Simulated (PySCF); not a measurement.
Compound: C7H8N2.
SMILES: `C/N=C\C1=CC=NC=C1`

Computed with PySCF at wB97X-D/def2-SVPD, non-relativistic, on one gas-phase PBE0-D3(BJ)/def2-SVP geometry that isn't relaxed in the solvent. The solvent is an IEF-PCM continuum (van der Waals radii × 1.2), and excitations are vertical TDDFT with non-equilibrium linear response and a frozen core. Only the electrostatic response of the medium enters.

Gas-phase singlets (H = HOMO, L = LUMO):

| state | E (eV) | λ (nm) | f | leading configuration |
| --- | --- | --- | --- | --- |
| S1 | 4.264 | 291 | 0.002 | H→L 85% |
| S2 | 4.844 | 256 | 0.005 | H-2→L 53% |
| S3 | 5.283 | 235 | 0.042 | H-1→L 51% |
| S4 | 5.320 | 233 | 0.002 | H-2→L+1 41% |
| S5 | 5.858 | 212 | 0.214 | H-3→L 78% |

Task: How does the list change in acetone (ε = 20.49)?

Result: 
| state | E (eV) | λ (nm) | f | leading configuration | change by rank (eV) |
| --- | --- | --- | --- | --- | --- |
| S1 | 4.381 | 283 | 0.004 | H→L 84% | +0.117 |
| S2 | 5.020 | 247 | 0.007 | H-2→L 43% | +0.176 |
| S3 | 5.223 | 237 | 0.071 | H-1→L 81% | -0.060 |
| S4 | 5.559 | 223 | 0.000 | H-2→L+1 37% | +0.239 |
| S5 | 5.799 | 214 | 0.320 | H-2→L 46% | -0.059 |

Task: The ground-state energy changes by -0.298 eV from gas to acetone. By how much does the total energy of gas-phase S1 change?

Result: E(S1) = E(S0) + excitation energy, so it changes by -0.298 + 0.117 = -0.181 eV: it is lowered less than the ground state, which is what a blue shift means. This is the vertical state, with the slow part of the continuum still set for S0.

Task: How do the frontier levels move from gas to acetone?

Result: 
```
orbital  gas (eV)  solvent (eV)  change (eV)
 LUMO+2      2.09          2.21        +0.12
 LUMO+1      0.96          1.09        +0.13
   LUMO     -0.03          0.02        +0.05
   HOMO     -9.14         -9.20        -0.06
 HOMO-1     -9.70         -9.59        +0.11
 HOMO-2     -9.72         -9.81        -0.09
 HOMO-3     -9.90         -9.91        -0.01
```

The HOMO–LUMO gap goes from 9.10 to 9.21 eV. Rows go by rank; for HOMO-3, HOMO-2 and HOMO-1 the atom shares or the degeneracy differ between the runs, so the row needn't follow one orbital.

Cost: about 2 min of CPU time on one thread; the machine was shared, so the figure is rough. This is the whole response run at wB97X-D/def2-SVPD in acetone, SCF included.

The values belong to the conformer `[CH3:1]/[N:2]=[CH:3]\[c:4]1[cH:5][cH:6][n:7][cH:8][cH:9]1`: N2–C3–C4–C5 -42°.

The pairwise dispersion term of wB97X-D wasn't added to the energies; at a given geometry it leaves orbitals and properties as they are.
